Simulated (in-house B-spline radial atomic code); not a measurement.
Computed with a B-spline radial atomic code. Model: two electrons, singlet ground state, non-relativistic, full CI in B-splines with partial waves to l = 8 (at full coupling up to 3e-4 hartree above the limit, correlation up to 0.6 % small), density held at that of full coupling by Lieb maximisation.

Along the adiabatic connection the electron repulsion is scaled by a coupling λ while a local potential keeps the density fixed. At λ = 0 the system is the Kohn-Sham one and W equals the exchange energy; the exchange-correlation energy is the area under W between 0 and 1. The kinetic energy rises with λ as the electrons avoid each other, with dT/dλ = −λ dW/dλ.

Command:
```bash
python run_ac.py task.json out
```
Settings (lengths in bohr, energies in hartree):
```
potential              dot
strength               0.0426
lmax                   8
second                 0.7
```

Cost of the run: 100 s on 1 thread of Intel(R) Xeon(R) Processor @ 2.30GHz, with other jobs on the host.

**W = mean repulsion less Hartree energy, and W of three functionals.**

Given: confinement charge in harmonic well; well frequency 0.0426 hartree; nuclear charge 0.7; external potential omega^2 r^2/2 - Z/r.

Computed: LDA exchange minus exact 34.793 millihartree; SCAN exchange minus exact -4.3994 millihartree.

```tsv
coupling	W xc (hartree)	W xc minus exchange (millihartree)	kinetic minus Kohn-Sham (millihartree)	LDA (PW92) W minus its exchange (millihartree)	PBE W minus its exchange (millihartree)	SCAN W minus its exchange (millihartree)
0	-0.27162	0	0	0	0	0
0.02	-0.27375	-2.135	0.02	-8.72	-1.57	-1.76
0.05	-0.27682	-5.202	0.13	-16.8	-3.95	-4.24
0.12	-0.2834	-11.783	0.68	-29.89	-9.35	-9.45
0.25	-0.29379	-22.17	2.58	-46.19	-18.37	-17.64
0.4	-0.30342	-31.801	5.68	-59.39	-27.18	-25.37
0.6	-0.31339	-41.771	10.62	-72.31	-36.86	-33.71
0.8	-0.32104	-49.425	15.95	-82.15	-44.78	-40.47
1	-0.32708	-55.465	21.36	-90.04	-51.41	-46.08
1.4	?	?	?	?	?	?
2	-0.34485	-73.231	46.79	-114.91	-73.52	-64.22
3	?	?	?	?	?	?
4.5	-0.36148	-89.859	97.02	-142.06	-98.93	-82.71
```

Question: What belongs in the row 1.4?

Answer: W xc (hartree): -0.33601; W xc minus exchange (millihartree): -64.394; kinetic minus Kohn-Sham (millihartree): 31.96; LDA (PW92) W minus its exchange (millihartree): -102.14; PBE W minus its exchange (millihartree): -61.97; SCAN W minus its exchange (millihartree): -54.88.

Question: What belongs in the row 3?

Answer: W xc (hartree): -0.35379; W xc minus exchange (millihartree): -82.171; kinetic minus Kohn-Sham (millihartree): 68.73; LDA (PW92) W minus its exchange (millihartree): -128.94; PBE W minus its exchange (millihartree): -86.53; SCAN W minus its exchange (millihartree): -74.15.

Question: What is the PBE exchange minus exact?

Answer: -2.0528 millihartree.

**Energy parts, natural occupations and partial-wave weights.**

Computed: total energy -0.1583 hartree; exchange energy -0.27162 hartree; correlation energy -0.034103 hartree; kinetic part of the DFT correlation energy 0.021362 hartree; initial slope twice GL2 -0.10853 hartree; kinetic part over minus potential part 0.38515; Lieb Oxford ratio E_xc over LDA exchange 1.2909.

| natural | occupation of the shell (electrons) |
| --- | --- |
| s | 1.8609 |
| s | 0.088535 |
| p | 0.048789 |
| d | 0.0008451 |
| p | ? |
| s | 0.00022131 |

Question: What belongs in the row p?

Answer: occupation of the shell (electrons): 0.00049472.

```csv
wave,weight
s,0.97482
p,0.024656
d,?
f,5.0048e-05
g,1.0412e-05
```

Question: What belongs in the row d?

Answer: weight: 0.00045418.

Question: What is the Hartree energy?

Answer: 0.54324 hartree.

Question: What is the Kohn-Sham kinetic?

Answer: 0.23268 hartree.

Half-way to full coupling W has made 66 % of its drop, against 50 % for a straight line, and second-order (GL2) theory, half the initial slope, overshoots the correlation energy by about 59 %: a marked bend. Over couplings 0 to 1 the errors in E_xc come to about +7.9 millihartree for LDA, +1.9 millihartree for PBE, +2.0 millihartree for SCAN. In LDA and PBE and SCAN the errors of exchange and correlation have opposite signs, so the sum is smaller than the larger of the two.
